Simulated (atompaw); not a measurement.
**What one change does to a pseudopotential (sulfur, PAW (atompaw))**

* Element: S (Z = 16)
* Generator: atompaw 4.2.0.5
* Type: PAW
* Functional: PBEsol
* Relativity: scalar-relativistic
* Frozen core: [Ne]
* Valence charge: 6
* Reference configuration: 3s2 3p4
* Partial waves: 3s (bound): rc 1.45 bohr; 3s channel at 2 Ry: rc 1.45 bohr; 3p (bound): rc 1.25 bohr; 3p channel at 4.3 Ry: rc 1.45 bohr
* Local potential: troulliermartins scheme with l = 2 at 0 Ry, radius 1.30 bohr
* Core correction: smooth core density matched at 1.35 bohr
* Augmentation charge: sinc compensation charge, radius 1.30 bohr; PAW radius 1.45 bohr; waves and projectors: custom rrkj gramschmidtortho

Change: local potential bessel scheme, radius 1.30 bohr.

Cutoffs: the cutoffs (Ry, on a coarse ladder) from which the occupation-weighted sum of valence levels, in a spherical-Bessel basis at the reference potential, stays within 10 and 1 mRy of its value at 400 Ry; they do not see the model core or the augmentation charge, which bear on the density cutoff.

What does the change do?

The potential gets softer (21 Ry and 60 Ry → 21 Ry and 35 Ry); the bound ghost in p disappears. A state that the projectors do not describe sees the local part alone, so a deeper or shallower local part can create or remove a ghost.

```tsv
quantity	base	changed
cutoff, loose	21 Ry	21 Ry
cutoff, tight	60 Ry	35 Ry
bound ghosts	p	none
s: phases at 1.46 bohr within 0.05 rad from the reference energy up to (Ry; the scan ends near 5)	to the end of the scan	to the end of the scan
p: phases at 1.46 bohr within 0.05 rad from the reference energy up to (Ry; the scan ends near 5)	to the end of the scan	to the end of the scan
lowest overlap eigenvalue by channel	s 0.40, p 0.47	s 0.46, p 0.54
```

 A true bound ghost makes a file unfit for plane-wave use even where its test errors are small: the radial tests pick states by their node count and pass the ghost by. The cutoffs see the waves, projectors and local potential, not the compensation charge or the core.
